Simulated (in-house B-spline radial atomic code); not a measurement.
Ionising Co3+ with different functionals

Computed with a B-spline radial code for spherical atoms: scalar-relativistic (spin-free X2C) Hamiltonian, Fermi nucleus of rms radius 3.7875 fm, spin-polarised at highest spin, spherical fractional occupations for the functionals, the average over the highest-spin determinants for Hartree-Fock. The ionisation energy is the difference of two self-consistent energies, [Ar] 3d6 → [Ar] 3d5, without Breit or QED terms; ε is the level of the shell that loses the electron (its least bound occupied spin orbital).

Hybrids are left out here: with spherical fractional occupations of an open shell their exact exchange keeps a self-interaction that integer-occupation calculations don't have.

```tsv
method	rung	ΔSCF (eV)	-ε(3d) (eV)
Hartree-Fock	Hartree-Fock	49.15	51.78
LDA VWN5	LDA	52.46	42.85
LDA PW92	LDA	52.45	42.85
LDA exchange-only	LDA	50.20	40.73
PBE	GGA	51.99	42.40
PBEsol	GGA	51.95	42.36
BLYP	GGA	52.07	42.46
RPBE	GGA	51.86	42.28
PW91	GGA	52.16	42.55
BP86	GGA	52.14	42.53
AM05	GGA	51.97	42.39
OLYP	GGA	51.91	42.30
TPSS	meta-GGA	51.66	42.11
SCAN	meta-GGA	50.69	41.39
r2SCAN	meta-GGA	50.76	41.45
revTPSS	meta-GGA	51.38	41.87
```

(1) How do they compare with the NIST value?

## Answers

(1) NIST lists 51.3 eV ± 0.1 (semi-empirical, ground level to ground level). Errors run from -2.12 to +1.19 eV; revTPSS is closest (+0.11 eV), but part of that can be cancellation, since the calculations leave out spin-orbit coupling, Breit-QED terms, multiplet and fine-structure energies. Hartree-Fock also lacks correlation.
